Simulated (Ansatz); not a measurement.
`N#[C][In]([F])[Cl]` + H–F → `[F][In]([F])[Cl]` + `C#N` at 700 K and 1 bar (ligand exchange at the In–C bond).

Computed with Ansatz on PBE0-D4/def2-TZVP structures; ΔE is electronic, products minus reactants. CCSD(T)/CBS is the MP2 limit (def2-TZVPP, def2-QZVPP) plus CCSD(T) − MP2 in def2-TZVPP, frozen cores. This one scheme is used for every species. Elements past krypton have def2 core potentials. For In outer-core shells are correlated without core-valence functions, which leaves a few kJ/mol of doubt a bond.

```
             species  CCSD(T)/CBS energy (Eh)  H − E (kJ/mol)  S (J/(mol·K))
`N#[C][In]([F])[Cl]`               -842.19796            85.7          442.3
                 H–F               -100.39570            45.2          198.5
  `[F][In]([F])[Cl]`               -849.27843            60.1          394.7
               `C#N`                -93.32098            68.7          235.2
```

H − E and S are ideal-gas, rigid-rotor, harmonic terms from PBE0-D4/def2-TZVP. 1 Eh = 2625.50 kJ/mol, R = 8.31446 J/(mol·K).

**Question.** By hand: ΔE, ΔH, ΔS and ΔG.

**Answer.** ΔE = (-849.27843) + (-93.32098) − (-842.19796) − (-100.39570) = -0.00575 Eh = -15.1 kJ/mol. Δ(H − E) = 60.1 + 68.7 − 85.7 − 45.2 = -2.1, so ΔH = -17.2 kJ/mol. ΔS = 394.7 + 235.2 − 442.3 − 198.5 = -10.9 J/(mol·K). ΔG = -17.2 − 700 × (-10.9)/1000 = -9.6 kJ/mol.

**Question.** By hand: the equilibrium constant, and the temperature at which ΔG would vanish if ΔH and ΔS stayed fixed.

**Answer.** log₁₀ K = −ΔG/(RT ln 10) = 0.7. ΔG = 0 at ΔH/ΔS = 1578 K, though so small a ΔS makes that figure unsure.

TΔS isn't small against ΔH here. A doubt of 5 kJ/mol in ΔE shifts log₁₀ K by 0.4 here. These are equilibria of isolated gas molecules and say nothing of rates. Largest T1 diagnostic: 0.016 (customary marks: 0.02 for closed shells, 0.045 for open ones).
